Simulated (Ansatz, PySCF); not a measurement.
Reaction (SMILES): CC[SiH2]NC + 4 [H][H] (H2) -> 3 C (CH4) + N (NH3) + [SiH4] (SiH4)
Structures are relaxed separately at B3LYP-D3(BJ)/def2-TZVP in Ansatz (a first-principles code), one conformer each, not searched for the lowest. Frequencies are from Ansatz or PySCF.

Quantity: energy of full hydrogenation (enthalpy at 298 K, with B3LYP-D3(BJ) rigid-rotor harmonic-oscillator terms), in kcal/mol. Cores are frozen in the correlated levels unless marked. Spin-orbit coupling is left out. No relativistic terms. Basis-set limits of correlation are two-point, X^-3; Hartree-Fock from the larger set.

Level to compare with: CCSD(T)/CBS(cc-pV(T+d)Z,cc-pV(Q+d)Z) (Ansatz), -32.3 kcal/mol. It is a level with limits of its own, and the differences hold the functionals' basis error too.

Q: Rank these functionals by how close they come to CCSD(T)/CBS(cc-pV(T+d)Z,cc-pV(Q+d)Z), closest first: BHLYP/def2-TZVPD (Ansatz); r2SCANh/def2-TZVPD (Ansatz); r2SCAN0/def2-TZVPD (Ansatz).

A: r2SCANh/def2-TZVPD (hybrid meta-GGA, -34.0 kcal/mol, difference -1.7), r2SCAN0/def2-TZVPD (hybrid meta-GGA, -35.2 kcal/mol, difference -2.9), BHLYP/def2-TZVPD (global hybrid, -42.3 kcal/mol, difference -10.0)
